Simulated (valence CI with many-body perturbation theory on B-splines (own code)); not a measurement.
## Kr³¹⁺ in brief

Computed by relativistic CI+MBPT: three valence electrons over a frozen Dirac-Fock core [He], radial functions for each j: 11 s, 11 p, 10 d, 8 f, 5 g, 2 h, with the one-electron correlation potential Σ1, the two-electron term Σ2, the three-electron term Σ3, Breit, model QED; selected CI, second order for the rest, scaled by the run's own slope (own B-spline code, finite nucleus).

The last digits are not significant, and no measured levels were compared; by estimate large intervals hold to a few tenths of a per cent, small ones and those within an open d or f shell to about a per cent.

Levels are named by their leading jj configuration (3d3/2^4 stands for four electrons in 3d with j = 3/2), which in mixed levels can hold well under half, so a name can repeat and another be missing.

Rates and lifetimes use the calculated energies. Strong lines usually hold to 10 to 20 %, long lifetimes can be off by a factor of two.

Q: What is the ground level?

A: (2s^2 2p1/2) J=1/2, composition 99 % 2s2 2p 2P°, g = 0.655.

Q: Where does the other parity begin?

A: At (2s 2p1/2^2) J=1/2, 697.86 × 10³ cm⁻¹.

Q: How well does LS coupling describe the low levels?

A: Among the lowest 20 levels the leading LS term, summed over configurations, holds 83 % on average. For single configurations the figures are 82 % in LS and 93 % in jj coupling. Terms mix most in the J = 3/2 level at 2256.8 × 10³ cm⁻¹, where the leading one holds 50 %.

Q: What is the ionisation energy?

A: 3753.1 eV; NIST lists 3752 ± 2.5 eV (semi-empirical).

Q: Among levels below 24736 × 10³ cm⁻¹, which E1 lines absorb most strongly from the ground level?

A: to (2s^2 3d3/2) J=3/2 at 0.5688 nm, f = 0.699; to (2s 2p1/2 3p3/2) J=3/2 at 0.5559 nm, f = 0.225; to (2s 2p1/2 3p3/2) J=1/2 at 0.5572 nm, f = 0.129.
